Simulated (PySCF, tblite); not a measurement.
Isomers of C7H10O4. All values are computed: GFN2-xTB (tblite) harmonic vibrations without scaling, gas phase. This tight-binding method is rough: wavenumbers can miss measured ones by several per cent, in bad cases by 10 to 20. One conformer each.

Electronic energies: PBE0/pcSseg-1 single points on the GFN2-xTB geometries (PySCF, gas phase).

| SMILES | electronic energy, lowest = 0 (kcal/mol) |
| --- | --- |
| C=CCOC(=O)C(=O)OCC | 13.4 |
| C[C@@H](OC=O)C(=O)OC1CC1 | 12.9 |
| C/C=C/COC(=O)OC(C)=O | 0.0 |

How do GFN2-xTB zero-point energies change the relative energies?

```
                  SMILES  ZPE (kcal/mol)  of it from modes above 1550 cm⁻¹  electronic (kcal/mol)  with ZPE, lowest = 0 (kcal/mol)  lowest mode (cm⁻¹)  rings
    C/C=C/COC(=O)OC(C)=O           100.6                              50.9                    0.0                              0.0                  19      0
C[C@@H](OC=O)C(=O)OC1CC1           101.8                              48.5                   12.9                             14.0                  15      1
      C=CCOC(=O)C(=O)OCC           100.9                              50.8                   13.4                             13.6                 14i      0
```

The zero-point energies span 1.2 kcal/mol, from `C/C=C/COC(=O)OC(C)=O` to `C[C@@H](OC=O)C(=O)OC1CC1`. Slightly imaginary modes are left out of the zero-point energy: `C=CCOC(=O)C(=O)OCC` 13.7i cm⁻¹. The lowest isomer stays, but the order above it changes.

And how do the electronic energies of GFN2-xTB itself compare?

`C/C=C/COC(=O)OC(C)=O` 0.0; `C[C@@H](OC=O)C(=O)OC1CC1` 10.7; `C=CCOC(=O)C(=O)OCC` 22.4 kcal/mol, lowest = 0. Against the energies above, taken from the same isomer `C/C=C/COC(=O)OC(C)=O`, the largest difference is 9.0 kcal/mol.
